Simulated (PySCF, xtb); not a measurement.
H₅OSi₂, SMILES [SiH2]O[SiH3] (connectivity only; charge and spin as stated), charge +1, multiplicity 1.

GFN2-xTB (xtb) at its own geometry gives an orbital gap of 3.20 eV.

Geometry: PBE-D3(BJ)/def2-TZVP. The spin state was assumed, not searched. The isomer is the one that the SMILES or the coordinates give; other isomers of the formula were not compared.

Problem. What does CAM-B3LYP/def2-TZVPD (PySCF) give? (Estimate from the structure and the level; the computed values follow.)

Solution. gap 8.29 eV (levels -15.51 and -7.21 eV).
